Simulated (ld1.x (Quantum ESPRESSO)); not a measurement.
**Cr: one change to an RRKJ potential, before and after**

* Element: Cr
* Generator: ld1.x (Quantum ESPRESSO) 7.5
* Type: norm-conserving RRKJ (Kleinman–Bylander form)
* Functional: revPBE
* Relativity: scalar-relativistic
* Frozen core: [Ar]
* Valence charge: 6
* Reference configuration: 3d5 4s1 4p0
* Partial waves: 4s (bound): rc 2.50 bohr; 4p (bound, empty): rc 4.00 bohr; 3d (bound): rc 1.50 bohr; 4f channel at 0.05 Ry: rc 4.15 bohr
* Local potential: all-electron potential smoothed inside 2.70 bohr (lloc = -1)
* Core correction: none
* rho0: 0.01

Change: local potential the p channel.

Cutoffs: the cutoffs (Ry, on a coarse ladder) from which the occupation-weighted sum of valence levels, in a spherical-Bessel basis at the reference potential, stays within 10 and 1 mRy of its value at 400 Ry; they do not see the model core or the augmentation charge, which bear on the density cutoff. Errors are all-electron minus pseudo energies relative to the spin-unpolarised reference configuration.

Problem. Predict the effect on cutoff, ghosts and configuration errors.

Solution. The potential gets neither clearly harder nor softer (80 Ry and 100 Ry → 80 Ry and 100 Ry); a bound ghost appears in s, which as a rule spoils a file; of the 7 tests that both files solve, the error grows in 5 and shrinks in 1 by more than 15 % and 0.3 meV (median size 44.4 → 142.7 meV). In the separable form a ghost depends on how the local part lies against the semilocal potential of the channel, so the choice of the local part can create or remove one.

```tsv
quantity	base	changed
cutoff, loose	80 Ry	80 Ry
cutoff, tight	100 Ry	100 Ry
bound ghosts	none	s
error for 3d5 4s0 4p0, meV [ΔE 6.79 eV]	+25	+24
error for 3d4 4s0 4p0, meV [ΔE 22.72 eV]	+15	-143
error for 3d3 4s0 4p0, meV [ΔE 53.37 eV]	-454	-977
error for 3d4 4s2 4p0, meV [ΔE -0.10 eV]	-76	-191
error for 3d4 4s1 4p0, meV [ΔE 7.91 eV]	-61	-239
error for 3d6 4s0 4p0, meV [ΔE 1.71 eV]	-44	-85
error for 3d5 4s0.5 4p0, meV [ΔE 2.66 eV]	+2.3	+1.4
s: phases at 4.50 bohr within 0.05 rad from the reference energy up to (Ry; the scan ends near 5)	0.6	0.6
p: phases at 4.50 bohr within 0.05 rad from the reference energy up to (Ry; the scan ends near 5)	1.1	1.0
d: phases at 4.50 bohr within 0.05 rad from the reference energy up to (Ry; the scan ends near 5)	0.3	0.2
f: phases at 4.50 bohr within 0.05 rad from the reference energy up to (Ry; the scan ends near 5)	2.3	2.3
```

 A true bound ghost makes a file unfit for plane-wave use even where its test errors are small: the radial tests pick states by their node count and pass the ghost by.
